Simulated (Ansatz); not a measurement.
Born–Oppenheimer molecular dynamics of C2H5GeLi (9 atoms, charge 0, multiplicity 1). It starts at the highest image of a converged band. Of that band: Neighbouring images differ by up to 2.7 eV, so the band resolves the path poorly. A vibrational analysis at the climbing image gives one clearly imaginary mode, 802i cm⁻¹: a first-order saddle point.

Level of theory: Ansatz 0.2.0, RHF/def2-SVP.

```
ensemble                      : NVE (velocity Verlet)
time step                     : 0.5 fs
steps asked                   : 200
starting velocities drawn for : 300 K
seed                          : 10399
```

First frame:

```xyz
9
Properties=species:S:1:pos:R:3
Li -1.612 1.386 -0.345
C 0.202 0.754 -0.484
C 1.469 0.445 -0.625
Ge -1.094 -1.067 0.849
H 2.100 1.161 -1.153
H 1.966 -0.452 -0.270
H -0.168 -0.433 1.876
H -0.513 -1.623 -0.438
H -2.349 -0.171 0.591
```

**Question.** How far do the bonds stretch over the last three quarters of this one trajectory? (Pairs bonded in most of those frames.)

**Answer.** 
```json
{"bond": "Li1–C2", "mean (Å)": "1.950", "spread (Å)": "0.094", "shortest": "1.86", "longest": "2.16"}
{"bond": "Li1–Ge4", "mean (Å)": "2.866", "spread (Å)": "0.070", "shortest": "2.77", "longest": "3.05"}
{"bond": "C2–C3", "mean (Å)": "1.335", "spread (Å)": "0.037", "shortest": "1.25", "longest": "1.41"}
{"bond": "C2–Ge4", "mean (Å)": "2.130", "spread (Å)": "0.251", "shortest": "1.77", "longest": "2.56"}
{"bond": "C3–H5", "mean (Å)": "1.097", "spread (Å)": "0.033", "shortest": "1.04", "longest": "1.15"}
{"bond": "C3–H6", "mean (Å)": "1.094", "spread (Å)": "0.019", "shortest": "1.05", "longest": "1.14"}
{"bond": "Ge4–H7", "mean (Å)": "1.583", "spread (Å)": "0.080", "shortest": "1.40", "longest": "1.74"}
{"bond": "Ge4–H8", "mean (Å)": "1.574", "spread (Å)": "0.070", "shortest": "1.41", "longest": "1.72"}
{"bond": "Ge4–H9", "mean (Å)": "1.606", "spread (Å)": "0.078", "shortest": "1.42", "longest": "1.75"}
```

Mean temperature of the second half: 1480 K. The conserved energy stayed within 0.44 meV per atom of its start (net change 0.099 meV per atom), so the integration is sound. The system heated up, since it started high on the potential surface and ran downhill. A run of 0.1 ps of so small a system gives no equilibrium averages. The orbitals stay closed-shell, which can raise the energy where a bond breaks towards radicals; this wasn't checked here.

Run time: 3.2 min on 2 threads of Arm Neoverse V2, on a shared host, peak memory 0.19 GiB.
